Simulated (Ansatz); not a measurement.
Reaction (ligand exchange at the Si–O bond): `[SiH3][O][Mg][O][SiH3]` + `[NH2][SbH][OH]` → `[OH][SbH][NH][SiH3]` + `[OH][Mg][O][SiH3]`

Gas-phase electronic energies from Ansatz, PBE0-D4/def2-TZVP geometries. CCSD(T)/CBS adds triple-zeta CCSD(T) − MP2 to the extrapolated MP2 energy (def2 sets, frozen cores). Functionals use def2-TZVPP. B3LYP here is the variant with VWN-RPA as its local correlation; programs differ in this. def2 core potentials past Kr. For Mg, Sb outer-core shells are correlated without core-valence functions, which leaves a few kJ/mol of doubt a bond. One conformer a species, not always the lowest.

| level | ΔE (kcal/mol) |
| --- | --- |
| ωB97M-V | 13.7 |
| B2PLYP | 14.9 |
| B3LYP | 15.5 |
| MP2/def2-QZVPP | 13.9 |

Q: What does CCSD(T)/CBS give? (Best estimate.)

A: Computed: +14.9 kcal/mol. The listed levels differ from it by -1.2, 0.0, 0.6, -1.0 kcal/mol.

Largest T1 diagnostic among the species: 0.014.

In def2-TZVPP, CCSD(T) changes the Hartree–Fock value by −3.7 kcal/mol (the triples alone add −0.5 kcal/mol) and MP2 by −4.5 kcal/mol. The D4 term adds −1.7 kcal/mol with B3LYP and −1.0 kcal/mol with PBE0; it sums over pairs of atoms, weighted by their polarisabilities, and B3LYP, whose exchange is more repulsive, gets the larger term.
